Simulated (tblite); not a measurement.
C₅H₉O₂SSi (charge -1).
Numbering: `[CH3:1][CH2:2][Si:3]1([C:4](=[O:5])[O-:6])[CH2:7][S:8][CH2:9]1` (hydrogens: H10, H11, H12 on C1; H13, H14 on C2; H15, H16 on C7; H17, H18 on C9)

The geometry is computed with GFN2-xTB (gas phase).

(1) Give the optimised bond lengths and angles.

Results:

(1) 
```csv
bond,length (pm)
C1–C2,152.4
C2–Si3,192.3
Si3–C4,197.9
C4=O5,123.7
C4–O6,122.4
Si3–C7,194.7
"C7–S8, S8–C9",182.4
Si3–C9,193.6
"C1–H10, C1–H11, C1–H12",108.9
"C2–H13, C2–H14",109.3
"C7–H15, C9–H18",108.8
"C7–H16, C9–H17",108.8
```

Bonds in one row agree within 1 pm and their mean is given. A selection of angles:
```csv
angle,degrees
C2–C1–H10,110.8
C2–C1–H11,109.7
H10–C1–H11,107.9
C1–C2–Si3,112.1
C1–C2–H13,108.6
Si3–C2–H13,108.3
Si3–C2–H14,111.3
H13–C2–H14,107.0
C2–Si3–C4,105.6
C2–Si3–C7,105.5
C4–Si3–C7,135.2
C4–Si3–C9,118.5
C7–Si3–C9,83.1
Si3–C4–O5,104.2
Si3–C4–O6,123.5
O5–C4–O6,132.1
Si3–C7–S8,93.1
Si3–C7–H15,117.1
Si3–C7–H16,117.3
S8–C7–H15,109.9
S8–C7–H16,109.3
H15–C7–H16,108.8
C7–S8–C9,89.8
```

Dihedral angles: C1–C2–Si3–C4 59° (synclinal); C2–Si3–C4–O5 63° (synclinal); C2–Si3–C7–S8 -98° (anticlinal); Si3–C7–S8–C9 -5° (synperiplanar); C7–S8–C9–Si3 5° (synperiplanar); C2–Si3–C9–S8 99° (anticlinal). The mirror-image conformer, all signs reversed, is as good.

Si3 (four-coordinate silicon) has angles from 83.1° to 135.2°. The 4-membered ring Si3–C7–S8–C9 has internal angles of 83.1° to 93.4°; it is slightly puckered (a soft mode that the optimisation may not have finished), 0.04 Å rms from its mean plane, widest ring torsion 5°. C4 (carbon bonded to 2 O and Si) is planar (angles 132.1°, 123.5° and 104.2°, sum 359.8°, 0.03 Å off the plane of its three neighbours). The C–Si distances run from 1.923 Å (C2–Si3, drawn single in a drawing that doesn't fit all lengths) to 1.979 Å (Si3–C4, drawn single in a drawing that doesn't fit all lengths), a spread of 0.056 Å. Of the pairs four or more bonds apart, C4···H11 is among the closest relative to their van der Waals radii: 2.93 Å, 101 % of the sum of Bondi's values.

Point group: C1 (no symmetry element, even within 0.4 Å). Its GFN2-xTB frequencies are all real (lowest 31 cm⁻¹). 3 starts were optimised and ended at 0.00, 0.09 and 0.18 kcal/mol (GFN2-xTB); the lowest of these is shown.
